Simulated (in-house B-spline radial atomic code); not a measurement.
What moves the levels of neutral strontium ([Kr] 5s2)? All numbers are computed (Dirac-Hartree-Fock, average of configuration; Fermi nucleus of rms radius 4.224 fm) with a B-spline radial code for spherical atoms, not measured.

Baseline run (computed): total energy -3178.0808 hartree, 1s1/2 at -595.6242 hartree, 5s1/2 at -4.9324 eV with <r> = 4.564 bohr.

Scaling the speed of light c (a factor of 100 is close to the non-relativistic limit):

| c/c0 | ΔE (hartree) | 5s1/2 level (eV) | 5s1/2 <r> (bohr) |
| --- | --- | --- | --- |
| 0.95 | -5.2467 | -4.94121 | 4.556 |
| 0.98 | -1.9972 | -4.93575 | 4.561 |
| 1.02 | 1.875 | -4.92927 | 4.567 |
| 1.2 | 14.602 | -4.90812 | 4.586 |
| 100 | 46.55 | -4.8561 | 4.633 |

Changing the nucleus:

```tsv
nucleus	ΔE (eV)
Gaussian nucleus of rms radius 4.224 fm	-0.00159
uniform spherical nucleus of rms radius 4.224 fm	0.000793
Gaussian nucleus of rms radius 0.01 fm	-0.86
Fermi nucleus of rms radius 4.1395 fm	-0.0327
Fermi nucleus of rms radius 4.3085 fm	0.0333
```

A larger nucleus binds the electrons less, roughly as the density at the nucleus times the change of the nuclear <r²>. At equal rms radius the shape enters only through higher moments. A radius of 0.01 fm is nearly a point.

Q: The nuclear charge is raised by 0.1. What does the Hellmann-Feynman theorem predict for the energy, and what is found?

A: dE/dZ ≈ -Σ<1/r>, which is -201.89 at the start and -202.61 at the end; their mean times 0.1 is -20.225 hartree, and the two runs differ by -20.225 hartree.
